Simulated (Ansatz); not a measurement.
Reaction (hydrogenolysis of the Si–C bond): `C=C[SiH](F)[SiH2]F` + H₂ → `F[SiH2][SiH2]F` + ethylene

Computed with Ansatz on PBE0-D4/def2-TZVP structures; ΔE is electronic, products minus reactants. CBS: MP2 limit from def2 TZ/QZ plus the TZ coupled-cluster correction, frozen cores. This one scheme is used for every species. DFT in def2-TZVPP. B3LYP here is the variant with VWN-RPA as its local correlation; programs differ in this. One conformer a species, not always the lowest.

`C=C[SiH](F)[SiH2]F`:

Z-matrix (Å, degrees):
```
Si
C 1 1.849
Si 1 2.357 2 111.4
F 1 1.609 2 108.4 3 -117.8
H 1 1.488 2 110.9 3 124.0
C 2 1.331 1 122.7 3 112.4
H 2 1.089 1 118.5 3 -66.5
F 3 1.610 1 107.5 2 56.1
H 3 1.486 1 111.4 2 -62.0
H 3 1.487 1 112.9 2 174.8
H 6 1.086 2 122.1 1 -179.4
H 6 1.086 2 121.6 1 1.0
```

H₂:

```xyz
2

H    -0.340    0.057    0.144
H     0.340   -0.057   -0.144
```

`F[SiH2][SiH2]F`:

```xyz
8

F     1.259    1.700   -0.804
Si    0.357    1.062    0.363
Si   -0.357   -1.062   -0.363
F    -1.260   -1.699    0.803
H     1.186    0.973    1.592
H    -0.790    1.972    0.611
H    -1.185   -0.973   -1.593
H     0.790   -1.973   -0.610
```

`C=C`:

Cartesian coordinates in Å:
```
C -0.450 -0.150 0.461
C 0.450 0.150 -0.461
H -1.149 0.590 0.836
H -0.527 -1.148 0.879
H 1.149 -0.590 -0.836
H 0.527 1.148 -0.879
```

(1) Is it downhill or uphill in electronic energy at CCSD(T)/CBS, and by how much? (An estimate is asked.)

(2) What do these levels give: PBE0-D4, B2PLYP, r2SCAN, PBE0, B3LYP, HF/def2-TZVPP, SCS-MP2/def2-TZVPP, CCSD/def2-TZVPP, CCSD(T)/def2-TZVPP, MP2/def2-QZVPP, SCS-MP2/def2-QZVPP, MP2/CBS(def2)? (Estimate.)

Largest T1 diagnostic among the species: 0.012.

Answers

(1) The calculation gave: Downhill: ΔE = -10.5 kJ/mol.

(2) Ansatz gave: PBE0-D4 -8.8, B2PLYP -16.6, r2SCAN -7.5, PBE0 -15.8, B3LYP -22.3, HF/def2-TZVPP -36.7, SCS-MP2/def2-TZVPP -13.2, CCSD/def2-TZVPP -17.8, CCSD(T)/def2-TZVPP -12.5, MP2/def2-QZVPP -5.1, SCS-MP2/def2-QZVPP -12.2, MP2/CBS(def2) -4.1 kJ/mol.

In def2-TZVPP, CCSD(T) changes the Hartree–Fock value by +24.2 kJ/mol (the triples alone add +5.3 kJ/mol) and MP2 by +30.5 kJ/mol. The D4 term adds +12.5 kJ/mol with B3LYP and +7.0 kJ/mol with PBE0; it sums over pairs of atoms, weighted by their polarisabilities, and B3LYP, whose exchange is more repulsive, gets the larger term.
